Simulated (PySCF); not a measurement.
## ZrI: input and log

State: quartet, unpaired electrons σ ↑, π ↑, δ ↑, a mixture of terms (⟨Lz²⟩ = 4.9).

An equivalent input (the run itself took its basis sets from the Basis Set Exchange, started from a PBE0 density and held the occupation σ 8α 7β, πx 5α 4β, πy 4α 4β, δx 2α 1β, δy 1α 1β):

```python
from pyscf import gto, dft
mol = gto.M(atom='Zr 0 0 0; I 0 0 2.74', basis={'Zr': 'def2-TZVPP', 'I': 'def2-TZVPP'}, ecp={'Zr': 'def2-TZVPP', 'I': 'def2-TZVPP'},
            charge=0, spin=3, verbose=4, symmetry='C2v')
mf = dft.UKS(mol, xc='TPSS')
mf.grids.atom_grid = (80, 434)
mf.grids.prune = dft.gen_grid.treutler_prune
mf.irrep_nelec = {'A1': (10, 8), 'A2': (1, 1), 'B1': (5, 4), 'B2': (4, 4)}
mf.conv_tol = 1e-9
mf.max_cycle = 60
mf.diis_space = 10
mf.kernel()
```

The log (some set-up lines and the per-cycle HOMO/LUMO lines removed):

```
******** <class 'pyscf.dft.uks_symm.SymAdaptedUKS'> ********
method = SymAdaptedUKS
damping factor = 0
level_shift factor = 0
DIIS = <class 'pyscf.scf.diis.CDIIS'>
diis_start_cycle = 1
diis_space = 10
diis_damp = 0
SCF conv_tol = 1e-09
SCF conv_tol_grad = None
SCF max_cycles = 60
number electrons alpha = 20  beta = 17
Set gradient conv threshold to 3.16228e-05
init E= -344.591748790594
cycle= 1 E= -344.592397898691  delta_E= -0.000649  |g|= 0.0308  |ddm|= 0.115
cycle= 2 E= -344.590648862401  delta_E= 0.00175  |g|= 0.0576  |ddm|= 0.119
cycle= 3 E= -344.592802201417  delta_E= -0.00215  |g|= 0.0123  |ddm|= 0.0927
cycle= 4 E= -344.592889860025  delta_E= -8.77e-05  |g|= 0.00148  |ddm|= 0.0153
cycle= 5 E= -344.592891205352  delta_E= -1.35e-06  |g|= 0.000323  |ddm|= 0.00236
cycle= 6 E= -344.592891269082  delta_E= -6.37e-08  |g|= 6.98e-05  |ddm|= 0.00063
cycle= 7 E= -344.592891273186  delta_E= -4.1e-09  |g|= 2.23e-05  |ddm|= 0.000191
cycle= 8 E= -344.592891273516  delta_E= -3.31e-10  |g|= 9.56e-06  |ddm|= 5.9e-05
Extra cycle  E= -344.592891273503  delta_E= 1.33e-11  |g|= 1.1e-05  |ddm|= 2.63e-05
converged SCF energy = -344.592891273503  <S^2> = 3.7564042  2S+1 = 4.0032008
```

Repeating this along the bond gives Re = 2.739 Å and ωe = 208 cm⁻¹.

A point of this curve took 3.5 CPU seconds beside 1.1 for the integrals, on Arm Neoverse V2 (shared host).

Spin–orbit coupling is left out. With d or f electrons several states lie close, and the lowest PBE0 determinant need not be the measured ground state.
